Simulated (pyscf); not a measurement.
# F–Nb(F)(F)(F)–O–SiH₃, singlet

Gas-phase minimum from PySCF at ωB97X-D3(BJ)/def2-SVP, one conformer. 

```xyz
10

F     -2.7088    -0.5504    -0.5953
Nb    -1.5613     0.9022    -0.3308
F     -0.9522    -0.0164     1.1643
F     -0.8634     2.4346     0.4847
F     -2.9989     1.9706    -0.8208
O     -0.4058     0.7052    -1.7251
Si     0.7724     0.6323    -2.9454
H      0.0959     0.9215    -4.2335
H      1.8005     1.6548    -2.6308
H      1.3454    -0.7358    -2.9279
```

Bonded distances (Å): F1–Nb2 1.870, Nb2–F3 1.857, Nb2–F4 1.871, Nb2–F5 1.857, Nb2–O6 1.822, O6–Si7 1.698, Si7–H8 1.483, Si7–H9 1.484, Si7–H10 1.483. Bond angles (°): F1–Nb2–F3 86.0, F1–Nb2–F4 157.9, F1–Nb2–F5 86.2, F1–Nb2–O6 101.4, F3–Nb2–F4 86.1, F3–Nb2–F5 138.7, F3–Nb2–O6 110.8, F4–Nb2–F5 86.1, F4–Nb2–O6 100.7, F5–Nb2–O6 110.6, Nb2–O6–Si7 174.3, O6–Si7–H8 107.4, O6–Si7–H9 107.4, O6–Si7–H10 107.4 (the first ones only).

Properties at ωB97X-D3(BJ)/def2-SVP:

| Quantity | Result |
|---|---|
| Harmonic wavenumbers, unscaled | 10, 24, 30, 35, 193, 219, 248, 252, 269, 323, 461, 632, 714, 721, 726, 730, 739, 958, 964, 964, 1081, 2301, 2309, 2311 cm⁻¹ |
| Zero-point energy | 24.6 kcal/mol |
| Rotational symmetry number | 1 |
| Entropy of this conformer at 298 K and 1 atm, rigid rotor and harmonic oscillator, modes under 100 cm⁻¹ raised to 100 | 413.8 J/(mol K) |
| Dipole moment | 3.98 D |

Single-point totals, which compare only within one level:

```csv
level,total energy (hartree)
ωB97X-D3(BJ)/def2-TZVP,-823.52262
PBE/def2-TZVP,-822.87749
r²SCAN/def2-TZVP,-823.27310
B3LYP-D3(BJ)/def2-TZVP,-823.51120
PBE0-D3(BJ)/def2-TZVP,-822.85349
M06-2X/def2-TZVP,-823.13533
ωB97M-D3(BJ)/def2-TZVP,-823.52072
```

The lowest mode is so soft that the shape along it may change with the basis. Soft torsions are taken as harmonic, which can shift the entropy by several J/(mol K). Elements past Kr carry the def2 core potentials, without spin-orbit coupling.
